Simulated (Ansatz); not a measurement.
C3H12BOP, 18 atoms. Charge 0, multiplicity 1. The bonds changed during the relaxation, so this is another structure than the one it started from. All runs use 4 threads of an Arm Neoverse V2 on a shared host. Correlated methods freeze the cores.

(1) Give the basis size and wall time and peak host memory of each of these runs in Ansatz. direct RPA on PBE orbitals/def2-TZVPP energy; RKS r2SCAN0-D4/def2-TZVPP energy; RKS PBE0-D4/def2-TZVP relaxation (19 steps); RHF-CCSD(T)/def2-SVP energy; RKS ωB97M-V/def2-TZVPP energy and forces; RKS ωB97M-V/def2-SVP energy; RKS ωB97M-V/def2-QZVPP energy; RHF-MP2/def2-TZVPP energy; RKS PBE0-D4/def2-SVP energy; RKS PBE0-D4/def2-QZVPP energy; RKS LC-ωPBE/def2-TZVPP energy; RKS revPBE-D4/def2-TZVPP energy. (Best estimate.)

## Answers

(1) Computed: Other jobs shared the machine, so times are rough.

```csv
level,job,functions,wall time,peak host memory (GiB)
RKS PBE0-D4/def2-SVP,energy,148,1.8 s,0.78
RKS revPBE-D4/def2-TZVPP,energy,365,3.4 s,0.61
RKS LC-ωPBE/def2-TZVPP,energy,365,4.5 s,0.92
RKS ωB97M-V/def2-SVP,energy,148,7 s,0.78
RHF-MP2/def2-TZVPP,energy,365,7 s,1.3
RKS r2SCAN0-D4/def2-TZVPP,energy,365,8.5 s,1.2
direct RPA on PBE orbitals/def2-TZVPP,energy,365,11 s,1.3
RKS PBE0-D4/def2-QZVPP,energy,715,18 s,3.3
RKS ωB97M-V/def2-TZVPP,energy and forces,365,19 s,1.9
RHF-CCSD(T)/def2-SVP,energy,148,24 s,1.3
RKS ωB97M-V/def2-QZVPP,energy,715,36 s,4.1
RKS PBE0-D4/def2-TZVP,relaxation (19 steps),264,96 s,0.9
```

LC-ωPBE has ω = 0.4 bohr⁻¹.
